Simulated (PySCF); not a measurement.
# Sn⁺: excitation energy

Sn⁺ [Kr] 4d10 5s2 5p1 (2P) → Sn⁺ [Kr] 4d10 5s1 5p1 6s1 (4P), as a difference of total energies. Computed with PySCF 2.14 in aug-cc-pVQZ-PP with one added diffuse shell each of s, p, d, f, g type with ECP28MDF (8s8p6d4f3g, 117 functions), with a scalar-relativistic core potential. Correlated levels: valence: 4s2 4p6 4d10 frozen. The calculations carry no spin-orbit coupling.

```tsv
method	excitation energy (eV)
UHF	11.904
LDA	14.014
PBE	13.612
PBE0	13.374
r2SCAN	13.482
CAM-B3LYP	13.853
wB97M-V	13.473
M06	14.038
MP2 (valence)	12.644
SCS-MP2 (valence)	12.914
```

Problem. How much does correlation contribute at MP2 (valence)?

Solution. 12.644 − (11.904) = 0.740 eV, measured against UHF.

The promoted electron is Rydberg-like, and one or two diffuse shells describe it only roughly, which tends to raise the upper state.
